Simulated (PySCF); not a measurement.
Species: C5H9F3N (doublet state).
Cartesian coordinates in Å at the GFN2-xTB level; atoms count from 1:
```xyz
18
C5H9F3N angstrom
C     -2.7907   -0.6958   -1.0856
C     -1.8017    0.2370   -0.4024
N     -0.4784   -0.3510   -0.4214
C      0.5470    0.4382    0.2037
C      1.8301   -0.2795    0.3611
F      1.7751   -1.5892    0.7149
C      3.0923    0.3983    0.7150
F      3.4690    1.2754   -0.2526
F      2.9754    1.1788    1.8477
H     -2.8665   -1.6353   -0.5420
H     -2.4597   -0.9083   -2.0983
H     -3.7754   -0.2380   -1.1236
H     -2.1457    0.4551    0.6241
H     -1.7474    1.1863   -0.9446
H     -0.4963   -1.2939   -0.0469
H      0.7265    1.3379   -0.3988
H      0.2218    0.7993    1.2095
H      3.9157   -0.3089    0.8886
```

The hyperfine couplings belong to this conformer and change with its torsions.

As a line formula: `C(F)(F)[C](CNCC)F` [radical].

Computed, not measured: UKS B3LYP, pcH-1 on C F H N, non-relativistic, mean-field spin-orbit, GIAO (PySCF 2.14.0). The structure is a single GFN2-xTB conformer in the gas phase; no vibrational or solvent corrections. The geometry wasn't refined by DFT: couplings that depend on bond lengths, twists or pyramidal angles can differ widely from those at the functional's own minimum. Stability of the SCF solution: not tested.

**Question.** Match the computed a_iso(13C) values +163.0, -25.8, -18.2, -1.4 MHz with the sites C2; C4; C5; C7.

**Answer.** 
```json
{"site": "C2", "a_iso (MHz)": "-1.4", "ρ(0) (bohr⁻³)": "-0.0013", "position": "3 bonds from C5", "distance from C5 (Å)": "3.75", "spin population": "0.00", "largest |T| (MHz)": "0.5"}
{"site": "C4", "a_iso (MHz)": "-25.8", "ρ(0) (bohr⁻³)": "-0.0229", "position": "1 bond from C5", "distance from C5 (Å)": "1.48", "spin population": "-0.06", "largest |T| (MHz)": "4.0"}
{"site": "C5", "a_iso (MHz)": "+163.0", "ρ(0) (bohr⁻³)": "+0.1450", "position": "largest spin population", "distance from C5 (Å)": "0.00", "spin population": "+0.88", "largest |T| (MHz)": "164.0"}
{"site": "C7", "a_iso (MHz)": "-18.2", "ρ(0) (bohr⁻³)": "-0.0162", "position": "1 bond from C5", "distance from C5 (Å)": "1.48", "spin population": "-0.02", "largest |T| (MHz)": "4.6"}
```

**Question.** The isotropic 19F couplings, averaged over equivalent nuclei, are +169.0, +122.4 MHz. Assign them to F6; F8/F9.

**Answer.** 
```tsv
site	a_iso (MHz)	ρ(0) (bohr⁻³)	position	distance from C5 (Å)	bound to	spin population there	largest |T| (MHz)
F6	+169.0	+0.0402	1 bond from C5	1.36	C5	+0.88	485.3
F8/F9	+122.4	+0.0291	2 bonds from C5	2.36	C7	-0.02	133.1
```

ρ(0) is the spin density at the nucleus and T the dipolar tensor; entries for several nuclei are means. Largest spin populations (Mulliken): C5 (+0.88), H17 (+0.07), F6 (+0.07) and C4 (-0.06). C5 is the only atom above +0.15. The angles at C5 add up to 355.0°, so it is nearly planar.

The spin density at the nucleus, in bohr⁻³, is negative for C4 (-0.0229), C7 (-0.0162) and C2 (-0.0013), for instance. A restricted open-shell determinant has no negative spin density anywhere; here it arises because α and β orbitals differ (spin polarisation).

Means are taken over nuclei equivalent by connectivity, which assumes that they swap fast. The 19F value of +122.4 MHz is a mean of couplings from 67.8 to 177.0 MHz in this one geometry, not an average over conformers. The 1H value of +88.5 MHz is a mean of couplings from 34.9 to 142.0 MHz in this one geometry, not an average over conformers.

The run took 2.2 min of wall time (grids of density and orbitals included) on AMD EPYC, one thread, no GPU, on a shared host, and the process peaked at 1.1 GiB of memory.
